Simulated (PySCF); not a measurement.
Species: C₄H₁₀OS₂.
Structure used (GFN2-xTB), in Å, numbered top down from 1:
```
atom  x, y, z in Å
C1     2.2796   -0.5094   -0.4776
S2     0.9142   -0.0183   -1.5684
C3    -0.5248   -0.3817   -0.5255
C4    -0.6114   -1.8078   -0.0345
S5    -0.5098    0.7723    0.9667
C6    -0.9836    2.2723    0.0120
O7    -1.6896    0.3899    1.7411
H8     2.3702   -1.5913   -0.4608
H9     3.1777   -0.0742   -0.9034
H10    2.1071   -0.1130    0.5179
H11   -1.3927   -0.1200   -1.1313
H12   -0.6940   -2.5008   -0.8698
H13   -1.4944   -1.9036    0.5956
H14    0.2601   -2.0703    0.5618
H15   -2.0096    2.1615   -0.3215
H16   -0.9025    3.1240    0.6794
H17   -0.3034    2.3824   -0.8251
```

The calculation used TDDFT CAM-B3LYP/def2-SVPD, vertical, gas phase, core orbitals frozen in the response in PySCF 2.14.0, density-fitted response routines.

| state | λ (nm) | E (eV) | f | \|μ\| (D) | main configurations (H = HOMO, L = LUMO) |
| --- | --- | --- | --- | --- | --- |
| S1 | 225.2 | 5.50 | 0.0067 | 0.57 | H→L (56%), H-1→L (11%), H→L+3 (8%) |
| S2 | 212.6 | 5.83 | 0.034 | 1.25 | H→L+2 (41%), H→L+5 (13%), H-1→L+2 (13%) |
| S3 | 206.9 | 5.99 | 0.028 | 1.10 | H→L+3 (38%), H-1→L+3 (13%), H→L+4 (9%) |
| S4 | 198.9 | 6.23 | 0.038 | 1.27 | H→L+1 (68%) |
| S5 | 191.1 | 6.49 | 0.0014 | 0.24 | H-1→L+2 (21%), H→L+3 (13%), H-1→L+5 (11%) |
| S6 | 188.5 | 6.58 | 0.022 | 0.93 | H-1→L (29%), H→L (18%), H→L+5 (9%) |
| S7 | 184.3 | 6.73 | 0.0006 | 0.16 | H→L+4 (37%), H→L+5 (15%), H-1→L+4 (10%) |
| S8 | 182.5 | 6.79 | 0.0091 | 0.60 | H-1→L+3 (25%), H→L+4 (14%), H→L+2 (12%) |

Triplets, Tamm–Dancoff:

| state | E (eV) | λ (nm) | main configurations (H = HOMO, L = LUMO) |
| --- | --- | --- | --- |
| T1 | 5.01 | 247.4 | H→L+5 (22%), H→L (21%), H→L+2 (21%) |
| T2 | 5.11 | 242.7 | H→L (24%), H→L+2 (14%), H→L+3 (11%) |
| T3 | 5.35 | 231.7 | H-1→L+3 (22%), H→L+3 (22%), H-1→L+4 (9%) |

The lowest singlet comes at 225 nm (531 kJ/mol) in the ultraviolet; it is weak; its leading configuration is HOMO→LUMO (56%). The most intense listed level is S4 at 6.23 eV (199 nm, f = 0.038), 0.73 eV above S1. Löwdin shares by element: HOMO sulfur 50%, oxygen 26%, carbon 9% or more; LUMO sulfur 60%, carbon 10% or more, hydrogen 6% or more (atoms not listed hold the other 23%). Weighted by f, the mean energy of these states is 6.15 eV. Orbital energies (eV): HOMO-3 -10.73, HOMO-2 -9.48, HOMO-1 -8.43, HOMO -7.85, LUMO 0.90, LUMO+1 1.12, LUMO+2 1.23. The listed states span 1.29 eV, and the widest gap between neighbours is 0.33 eV (S1 to S2). Only the lowest 8 singlets were computed, as vertical energies without vibronic structure.

One conformer stands for the species.
